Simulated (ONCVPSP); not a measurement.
**Transferability test, ONCV potential for Ag**

| Item | Value |
| --- | --- |
| Element | silver |
| Generator | ONCVPSP 4.0.1 |
| Type | optimised norm-conserving Vanderbilt (ONCV) |
| Functional | PBEsol |
| Relativity | scalar-relativistic |
| Frozen core | [Ar] 3d10 |
| Valence charge | 19 |
| Reference configuration | 4s2 4p6 4d10 (charge +1) |
| Partial waves | 4s: rc 0.90 bohr, ncon 3, nbas 7, qcut 6.2 1/bohr, 3 projectors, debl 1.9 Ha; 4p: rc 1.05 bohr, ncon 3, nbas 6, qcut 7.6 1/bohr, 2 projectors, debl 0.6 Ha; 4d: rc 1.75 bohr, ncon 5, nbas 10, qcut 9.2 1/bohr, 1 projector |
| Local potential | polynomial inside 0.90 bohr (lpopt 5, dvloc0 6 Ha) |
| Core correction | none |

In the s channel the program set the typed energies aside and used -3.792, 0.250, 2.150 Ha. In the p channel the program set the typed energies aside and used -2.454, 0.250 Ha.

Energies are relative to the spin-unpolarised reference configuration 4s2 4p6 4d10; without spin polarisation the order of configurations can differ from experiment.

| valence configuration | charge | ΔE all-electron (eV) | error AE − PS (meV) |
| --- | --- | --- | --- |
| 4s2 4p6 4d10 5s1 | 0 | -7.746 | +0.6 |
| 4s2 4p6 4d8 | +3 | 58.296 | +1.8 |
| 4s1 4p6 4d10 5s1 | +1 | 94.227 | -54 |

Q: What are ΔE and the potential's error for 4s2 4p6 4d9?

A: ΔE = 22.114 eV all-electron; the error (AE − PS) is -1.2 meV.

Levels in the configuration 4s2 4p6 4d10 5s1:

```csv
level,all-electron (eV),pseudo (eV)
4s,-94.969,-94.951
4p,-58.514,-58.508
4d,-7.453,-7.453
5s,-4.421,-4.421
```

Note: ghosts flagged at negative energy: s at -2598.8 eV; GHOST(+) flagged for s at 450.8 eV. A true bound ghost makes a file unfit for plane-wave use.
